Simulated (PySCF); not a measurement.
Al(H)(NCO)2 (C₂HAlN₂O₂), SMILES O=C=[N][AlH][N]=C=O.

Geometry: PBE0-D3(BJ)/def2-SVP. The structure was generated by enumeration; whether it is a known compound was not checked. One conformer was computed; it need not be the lowest.

The numbers are results of HF/def2-TZVP (PySCF), not measurements.

Symmetry labels are those of the subgroup C2v that the program uses (full group C2v).

Problem. List the valence orbital energies around the gap with their symmetry. (An estimate is asked for; the answer gives what the named calculation found.)

Solution. 
| orbital | symmetry | energy (eV) |
|---|---|---|
| HOMO−7 | B1 | -17.72 |
| HOMO−6 | B2 | -17.68 |
| HOMO−5 | A2 | -17.67 |
| HOMO−4 | A1 | -13.95 |
| HOMO−3 | B1 | -12.73 |
| HOMO−2 | A1 | -12.43 |
| HOMO−1 | A2 | -12.32 |
| HOMO | B2 | -12.21 |
| LUMO | B1 | 1.14 |
| LUMO+1 | A1 | 2.37 |
| LUMO+2 | B2 | 2.84 |
| LUMO+3 | A1 | 4.22 |
